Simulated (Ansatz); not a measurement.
Species: CH2F, net charge 1, singlet state. 
Structure (B3LYP-D3(BJ)/def2-TZVP (Ansatz, a program for electronic structure) minimum search):
```
C
F 1 1.2314
H 1 1.0959 2 117.10
H 1 1.0959 3 125.81 2 -180.00
```
Charge +1, spin multiplicity 1.

Basis-set convergence of Hartree-Fock and MP2 correlation energies (hartree) with Ansatz. Correlated levels leave the core frozen unless marked. Spin-orbit coupling is left out. No relativistic terms.

```json
[
 {"basis": "aug-cc-pVDZ", "functions": "64", "E(HF)": "-138.11070", "E(corr, MP2)": "-0.31529"},
 {"basis": "aug-cc-pVTZ", "functions": "138", "E(HF)": "-138.15250", "E(corr, MP2)": "-0.39177"},
 {"basis": "aug-cc-pVQZ", "functions": "252", "E(HF)": "-138.16224", "E(corr, MP2)": "-0.41986"}
]
```

Extrapolating the two largest sets (X = 3 and 4) as X^-3: E(corr) = (64·(-0.41986) - 27·(-0.39177))/37 = -0.4404 Eh, an estimate of the basis-set limit. The largest set recovers 95.3 % of it, the smallest 71.6 %.
